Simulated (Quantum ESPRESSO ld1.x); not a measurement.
Question: Species: Ti. Configuration: [Ar] 3d2 4s1 6p1 (not the ground configuration). All-electron calculation, Dirac Kohn-Sham, relativistic LDA (MacDonald-Vosko exchange, VWN5 correlation), spin-unpolarised, spherical densities, point nucleus; open shells are shared between the two j in proportion to 2j + 1. Program: ld1.x of Quantum ESPRESSO 7.5. Some entries of the table are withheld. Estimate them.

| orbital | occ. | eigenvalue (hartree) | r(max) (bohr) |
|---|---|---|---|
| 1s1/2 | 2 | -178.2396 | 0.04571 |
| 2s1/2 | 2 | -19.8520 | (1) |
| 2p1/2 | 2 | -16.6491 | (2) |
| 2p3/2 | 4 | -16.4382 | (3) |
| 3s1/2 | 2 | -2.4954 | 0.8703 |
| 3p1/2 | 2 | (4) | 0.8967 |
| 3p3/2 | 4 | (5) | 0.9033 |
| 3d3/2 | 0.8 | -0.3699 | (6) |
| 3d5/2 | 1.2 | -0.3681 | (7) |
| 4s1/2 | 1 | (8) | 2.734 |
| 6p1/2 | 0.333333 | (9) | 21.50 |
| 6p3/2 | 0.666667 | (10) | 21.54 |

Answer: 
(1) 2s1/2 r(max) (bohr): 0.2698
(2) 2p1/2 r(max) (bohr): 0.2181
(3) 2p3/2 r(max) (bohr): 0.2203
(4) 3p1/2 eigenvalue (hartree): -1.6518
(5) 3p3/2 eigenvalue (hartree): -1.6274
(6) 3d3/2 r(max) (bohr): 0.9724
(7) 3d5/2 r(max) (bohr): 0.9748
(8) 4s1/2 eigenvalue (hartree): -0.3307
(9) 6p1/2 eigenvalue (hartree): -0.0234
(10) 6p3/2 eigenvalue (hartree): -0.0233
